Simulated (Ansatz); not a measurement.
Consider the ligand exchange at a Ti–Se bond: `[F][Ti]([F])([Cl])[SeH]` + HCl → `[F][Ti]([F])([Cl])[Cl]` + H₂Se.

Isolated molecules relaxed with PBE0-D4/def2-TZVP in Ansatz; ΔE leaves out vibrations. CCSD(T)/CBS adds triple-zeta CCSD(T) − MP2 to the extrapolated MP2 energy (def2 sets, frozen cores). This one scheme is used for every species. DFT in def2-TZVPP. B3LYP here is the variant with VWN-RPA as its local correlation; programs differ in this. For Se, Ti outer-core shells are correlated without core-valence functions, which leaves a few kJ/mol of doubt a bond. Scalar relativity is left out up to krypton. One conformer a species, not always the lowest.

```json
{"level": "LDA (SPW92)", "ΔE (kJ/mol)": "-45.2", "difference from CCSD(T)/CBS": "-2.3"}
{"level": "BLYP-D4", "ΔE (kJ/mol)": "-47.1", "difference from CCSD(T)/CBS": "-4.2"}
{"level": "B3LYP-D4", "ΔE (kJ/mol)": "-47.8", "difference from CCSD(T)/CBS": "-4.9"}
{"level": "r2SCAN0-D4", "ΔE (kJ/mol)": "-48.7", "difference from CCSD(T)/CBS": "-5.8"}
{"level": "BHLYP-D4", "ΔE (kJ/mol)": "-50.1", "difference from CCSD(T)/CBS": "-7.2"}
{"level": "ωB97X-V", "ΔE (kJ/mol)": "-53.1", "difference from CCSD(T)/CBS": "-10.2"}
{"level": "ωB97M-V", "ΔE (kJ/mol)": "-50.9", "difference from CCSD(T)/CBS": "-8.0"}
{"level": "r2SCAN", "ΔE (kJ/mol)": "-49.4", "difference from CCSD(T)/CBS": "-6.5"}
{"level": "B3LYP", "ΔE (kJ/mol)": "-51.0", "difference from CCSD(T)/CBS": "-8.1"}
{"level": "r2SCAN0", "ΔE (kJ/mol)": "-49.4", "difference from CCSD(T)/CBS": "-6.5"}
{"level": "CAM-B3LYP", "ΔE (kJ/mol)": "-54.5", "difference from CCSD(T)/CBS": "-11.6"}
{"level": "CCSD/def2-SVP", "ΔE (kJ/mol)": "-52.9", "difference from CCSD(T)/CBS": "-10.0"}
{"level": "HF/def2-TZVPP", "ΔE (kJ/mol)": "-62.6", "difference from CCSD(T)/CBS": "-19.7"}
{"level": "SCS-MP2/def2-TZVPP", "ΔE (kJ/mol)": "-43.6", "difference from CCSD(T)/CBS": "-0.7"}
{"level": "CCSD(T)/def2-TZVPP", "ΔE (kJ/mol)": "-44.1", "difference from CCSD(T)/CBS": "-1.2"}
{"level": "SCS-MP2/def2-QZVPP", "ΔE (kJ/mol)": "-43.7", "difference from CCSD(T)/CBS": "-0.8"}
{"level": "CCSD(T)/CBS", "ΔE (kJ/mol)": "-42.9", "difference from CCSD(T)/CBS": "0"}
```

**Question.** What do rigid-rotor, harmonic-oscillator terms from PBE0-D4/def2-TZVP frequencies (298.15 K, 1 bar) make of the CCSD(T)/CBS value? (Best estimate.)

**Answer.** Ansatz gave: ΔZPE = +1.3 kJ/mol, ΔH = -43.5 kJ/mol, ΔS = -3 J/(mol·K), ΔG = -42.5 kJ/mol.

Largest T1 diagnostic among the species: 0.024, so the coupled-cluster value is less sure than usual.

From BLYP to BHLYP (50 % exact exchange), in def2-TZVPP and without D4, ΔE moves by −3.6 kJ/mol. Leaving LDA and LC-ωPBE aside and taking each functional with its dispersion term where it has one, the values, not all of them listed here, spread over 11.5 kJ/mol, from B97M-V to PBE-D4.
